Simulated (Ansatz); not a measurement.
V₃O₃⁺. Total charge 1; singlet. Geometry PBE-D4/def2-SVP, basis def2-TZVP, Ansatz.

```xyz
6

V    -1.1818    0.1690   -0.1902
V     0.6987    0.1506   -1.3653
V     0.3603    0.7467    1.3008
O     1.6120    0.3142    0.1349
O    -0.9363   -0.3504    1.5756
O    -0.5528   -1.0301   -1.4558
```

| run | HOMO (eV) | LUMO (eV) |
| --- | --- | --- |
| A | -8.94 | -8.64 |
| B | -10.04 | -8.06 |
| C | -9.51 | -8.11 |
| D | -10.17 | -7.69 |
| E | -12.64 | -5.75 |
| F | -9.03 | -8.46 |

B3LYP takes the VWN-RPA correlation. No other spin state of charge 1 was run. Another isomer (singlet) lies 0.29 eV lower at PBE0-D4/def2-TZVP; other spin states weren't run for this one.

Task: The runs used B3LYP, PBE, PBE0, r2SCAN, r2SCANh, ωB97M-V. Estimate which is which.

Result: A PBE (0 % exact exchange); B B3LYP (20 % exact exchange); C r2SCANh (10 % exact exchange); D PBE0 (25 % exact exchange); E ωB97M-V (range-separated); F r2SCAN (0 % exact exchange). Exact exchange lowers occupied and raises empty levels; among semilocal functionals meta-GGAs tend to open the gap a little, and such runs are hard to tell apart. The gap grows from 0.29 eV (PBE) to 6.88 eV (ωB97M-V). The restricted singlet is unstable towards broken spin symmetry in Hartree–Fock (as tested in another run); at PBE-D4/def2-TZVP, B3LYP-D4/def2-TZVP, r2SCANh-D4/def2-TZVP, PBE0-D4/def2-TZVP and others this wasn't settled.
